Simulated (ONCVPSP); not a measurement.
## Before and after: ONCV potential for Lu

* Element: Lu (Z = 71)
* Generator: ONCVPSP 4.0.1
* Type: optimised norm-conserving Vanderbilt (ONCV)
* Functional: LDA (Perdew-Wang 92)
* Relativity: scalar-relativistic
* Frozen core: [Kr]
* Valence charge: 35
* Reference configuration: 4d10 4f14 5s2 5p6 5d1 6s2
* Partial waves: 5s+6s: rc 1.95 bohr, ncon 4, nbas 9, qcut 5.4 1/bohr, 2 projectors; 5p: rc 1.30 bohr, ncon 4, nbas 8, qcut 6.3 1/bohr, 3 projectors, debl 1.3 Ha; 4d+5d: rc 0.70 bohr, ncon 3, nbas 7, qcut 18.8 1/bohr, 2 projectors; 4f: rc 0.70 bohr, ncon 4, nbas 9, qcut 20.1 1/bohr, local
* Local potential: the f channel
* Core correction: Teter function, fcfact 5.5, rcfact 1.55

Change: s: rc 1.34.

Cutoffs: the cutoffs (Ha) at which the residual kinetic energy of the hardest occupied pseudo-wave falls to 1 and 0.1 mHa per electron; they do not see the model core or the augmentation charge, which bear on the density cutoff. Errors are all-electron minus pseudo energies relative to the spin-unpolarised reference configuration.

**Question.** How do hardness, ghosts and transferability respond?

**Answer.** The potential gets neither clearly harder nor softer (247 Ha and 689 Ha → 247 Ha and 689 Ha); both files keep a bound ghost (p, s); the lowest positive-energy flag moves from none to s at 30.6 eV; the errors of the 3 common tests hardly move.

```csv
quantity,base,changed
"cutoff, loose",247 Ha,247 Ha
"cutoff, tight",689 Ha,689 Ha
loose cutoff by channel,"s 11 Ha, p 55 Ha, d 144 Ha, f 247 Ha","s 106 Ha, p 55 Ha, d 144 Ha, f 247 Ha"
bound ghosts,"s, p","s, p"
GHOST(+) flags under 300 eV,none,s at 30.6 eV
tests with a reliable result,3 of 4,3 of 4
"error for 4d10 4f14 5s2 5p6 5d1 6s1, meV [ΔE 7.58 eV]",-1.9,-1.8
"error for 4d10 4f14 5s2 5p6 5d1 6s0, meV [ΔE 21.14 eV]",-6.2,-6.0
"error for 4d10 4f14 5s2 5p6 5d2 6s1, meV [ΔE 3.00 eV]",-6.9,-6.0
p: phases at 1.32 bohr within 0.05 rad from the reference energy up to (Ha; the scan ends near 5),to the end of the scan,to the end of the scan
d: phases at 0.71 bohr within 0.05 rad from the reference energy up to (Ha; the scan ends near 5),to the end of the scan,to the end of the scan
f: phases at 0.71 bohr within 0.05 rad from the reference energy up to (Ha; the scan ends near 5),to the end of the scan,to the end of the scan
"rms error of d²Exc/dni dnj with the model core, mHa",1.86,1.22
```

 A true bound ghost makes a file unfit for plane-wave use even where its test errors are small: the radial tests pick states by their node count and pass the ghost by.
